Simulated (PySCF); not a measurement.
## Exercise with solution: dipole moment from atomic charges

ReOCl5, SMILES [O]=[Re]([Cl])([Cl])([Cl])([Cl])[Cl], multiplicity 1. Atoms are numbered in the order given.

```xyz
7

Re     0.0000     0.0000    -0.2039
O      0.0000     0.0000    -1.8980
Cl     1.6408     1.6408    -0.0938
Cl     1.6408    -1.6408    -0.0938
Cl    -1.6408     1.6408    -0.0938
Cl    -1.6408    -1.6408    -0.0938
Cl     0.0000     0.0000     2.1678
```

The structure is a stationary point at B3LYP-D3(BJ)/def2-SVP. The multiplicity is an assumed one; other spin states were not compared. The def2 effective core potentials stand for the cores of Re; spin–orbit coupling is left out.

Charges (e) from PBE/def2-TZVP in PySCF:

```json
[
 {"atom": "Re1", "ESP fit": "-0.053", "Mulliken": "0.916"},
 {"atom": "O2", "ESP fit": "-0.023", "Mulliken": "-0.175"},
 {"atom": "Cl3", "ESP fit": "0.042", "Mulliken": "-0.136"},
 {"atom": "Cl4", "ESP fit": "0.042", "Mulliken": "-0.136"},
 {"atom": "Cl5", "ESP fit": "0.042", "Mulliken": "-0.136"},
 {"atom": "Cl6", "ESP fit": "0.042", "Mulliken": "-0.136"},
 {"atom": "Cl7", "ESP fit": "-0.092", "Mulliken": "-0.198"}
]
```

The dipole moment of the full density is 0.70 D.

Task: What dipole moment does each set of point charges give, and which comes closer to that of the density?

Result: 
μ = Σ q r, and 1 e Å = 4.8032 D.
ESP fit: Σ q r = (0.000, 0.000, -0.161) e Å, |μ| = 0.77 D.
Mulliken: Σ q r = (0.000, 0.000, -0.233) e Å, |μ| = 1.12 D.
ESP fit comes closer in size. Point charges leave out the atoms' own dipoles (lone pairs, polarised bonds); fits to the potential absorb them, partitions of the density don't.
